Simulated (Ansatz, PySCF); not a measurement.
Si(I)2(OH)2 (H₂I₂O₂Si), SMILES O[Si](I)(O)I.

Geometry: PBE-D3(BJ)/def2-SVP. The def2 effective core potentials stand for the cores of I; spin–orbit coupling is left out. One conformer was computed; it need not be the lowest.

Vertical ionisation energy (IE) and electron affinity (EA) in eV. Rows of orbital energies are one-electron estimates. Where ΔSCF, EOM or ADC give a negative EA the extra electron is unbound and the value depends on the basis.

| level | IE | EA |
|---|---|---|
| −ε(HOMO), −ε(LUMO), r2SCAN/def2-TZVP (PySCF) | 6.89 | 1.91 |
| −ε(HOMO), −ε(LUMO), PBE/def2-TZVP (PySCF) | 6.58 | 2.17 |
| ΔSCF, PBE0/def2-SVPD (Ansatz), final states of multiplicity 2 and 2 | 9.60 | 0.08 |
| ΔSCF, PBE/def2-SVPD (Ansatz), final states of multiplicity 2 and 2 | 9.25 | 0.22 |

### Question
What vertical singlet–triplet gap does ΔSCF give with PBE0/def2-SVPD (Ansatz, a first-principles code) and with PBE/def2-SVPD (Ansatz)? (Estimate from the structure and the level; the computed values follow.)

### Answer
4.66 and 4.30 eV (triplet above singlet where positive).
